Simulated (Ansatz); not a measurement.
BF, triplet, at a GFN2-xTB geometry (the spin is typed, not shown lowest). Base run: BLYP/6-31G (Ansatz, an electronic-structure program).

Ansatz was given this input:
Ansatz 0.2 input:
```yaml
crystal:
  periodic: [false, false, false]
  atoms:
    - {symbol: B, position_ang: [-0.00000000, -0.00000000, -0.86212211]}
    - {symbol: F, position_ang: [0.00000000, 0.00000000, 0.47895673]}
basis:
  gaussian:
    orbitals: 6-31G
hamiltonian:
  xc: blyp
magnetization: {spin_polarized: true, initial_magnetization: 2}
```

Variants of this job, named by their change:

```tsv
change	ΔE vs base (mEh)	outcome
base	0.000	converged
symmetry_tolerance_ang = 0.01	0.000	converged
occupation = up:A1:6 B1:1 B2:1 down:A1:4 B1:1 B2:1	207.8	converged
occupation = up:A1:4 B1:2 B2:2 down:A1:4 B1:1 B2:1	205.1	converged
occupation = up:A1:4 B1:1 B2:2 A2:1 down:A1:4 B1:1 B2:1	-	input refused
occupation = up:A1:5 B1:1 B2:2 down:A1:4 B1:1 B2:1	0.000	converged
occupation = up:A1:4 B1:1 B2:3 down:A1:4 B1:1 B2:1	633.7	converged
```

- occupation = up:A1:4 B1:1 B2:2 A2:1 down:A1:4 B1:1 B2:1: ended with `Error: 1 electrons of one spin were asked for in irrep 3 (counted from 0), which has 0 orbitals`
